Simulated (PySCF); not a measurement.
# Working out the ionisation energy of Co²⁺

Co²⁺ [Ar] 3d7 (4F) → Co³⁺ [Ar] 3d6 (5D). Computed with PySCF 2.14 in cc-pVTZ-DK (7s6p4d2f1g, 68 functions), with scalar relativity by spin-free X2C-1e. Frozen: [Ar]. Energies in hartree (1 hartree = 27.21139 eV):

```csv
part,Co²⁺ (lower),Co³⁺ (upper)
UHF,-1391.055440,-1389.908903
MP2 opposite-spin,-0.105089,-0.049319
MP2 same-spin,-0.079208,-0.067823
```

What does Hartree-Fock give?

(-1389.908903) − (-1391.055440) = 1.146537 hartree = 31.199 eV.

What do MP2 and SCS-MP2 (6/5 opposite-spin, 1/3 same-spin) give?

The opposite-spin parts differ by 1.518 eV and the same-spin parts by 0.310 eV. MP2: 31.199 + (1.518) + (0.310) = 33.027 eV. SCS-MP2: 31.199 + 1.2 × (1.518) + (0.310)/3 = 33.124 eV.

Reference: 33.5 ± 0.06 eV (semi-empirical (NIST evaluation); NIST Atomic Spectra Database, ionization energies), between the lowest levels; spin-orbit coupling is absent from the calculation.

What remains against the reference includes basis incompleteness, the frozen core and correlation beyond second order.
